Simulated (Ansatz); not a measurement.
C$_{2}$H$_{6}$FNOSi, SMILES `C[SiH2]OC(=N)F`. Charge 0, multiplicity 1. All single points use the PBE0-D4/def2-TZVP geometry. It is one conformer, not always the lowest.

```xyz
12

C    -0.309   -1.808   -1.048
Si    0.475   -0.287   -0.352
O    -0.717    0.469    0.559
C    -0.557    1.603    1.226
N     0.422    2.369    1.364
F    -1.696    1.901    1.825
H    -1.163   -1.550   -1.678
H     0.412   -2.360   -1.657
H    -0.655   -2.466   -0.248
H     1.619   -0.585    0.548
H     0.924    0.665   -1.401
H     1.245    2.049    0.864
```

What is the dipole moment at r2SCAN/def2-TZVPP? (Estimate.)

The calculation gave: 4.31 D, with components (0.99, -3.36, -2.51) D in this frame, pointing from negative to positive charge.

And with PBE, B3LYP, ωB97M-V? (Best estimate.)

Ansatz gave: PBE 4.24 D, B3LYP 4.33 D, ωB97M-V 4.33 D.

Give the Mulliken charges with r2SCAN, ωB97M-V, PBE in def2-TZVPP. (Estimate.)

Ansatz gave: 
```csv
atom,r2SCAN,ωB97M-V,PBE
C1,-0.29,-0.43,-0.36
Si2,0.45,0.36,0.36
O3,-0.32,-0.31,-0.24
C4,0.37,0.32,0.21
N5,-0.32,-0.25,-0.24
F6,-0.17,-0.16,-0.13
H7,0.09,0.13,0.12
H8,0.08,0.12,0.11
H9,0.09,0.13,0.12
H10,-0.06,-0.02,-0.05
H11,-0.06,-0.02,-0.05
H12,0.15,0.12,0.15
```

B3LYP here is the variant with VWN-RPA as its local correlation; programs differ in this.
